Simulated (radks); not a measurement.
Results of a calculation; reference values are marked as such.
Removal energies from the copper ion Cu3+, [Ar] 3d8, by Delta-SCF beside the eigenvalue of the level emptied. Code: a radial shooting solver on a logarithmic mesh with Libxc functionals. Model: scalar-relativistic Kohn-Sham, LDA (Slater exchange, Perdew-Wang correlation), spin-polarised, spherical densities, finite nucleus; Fermi nuclear charge, rms radius of each element as measured or else 0.836 A^(1/3) + 0.57 fm. Open shells are filled with parallel spins first.

removed from,final configuration,Delta-SCF (eV),-eigenvalue (eV)
3d,[Ar] 3d7,58.408,48.041
3p,[Ne] 3s2 3p5 3d8,127.63,116.44
3s,[Ne] 3s1 3p6 3d8,170.26,158.84
2p,[He] 2s2 2p5 3s2 3p6 3d8,995.47,963.04
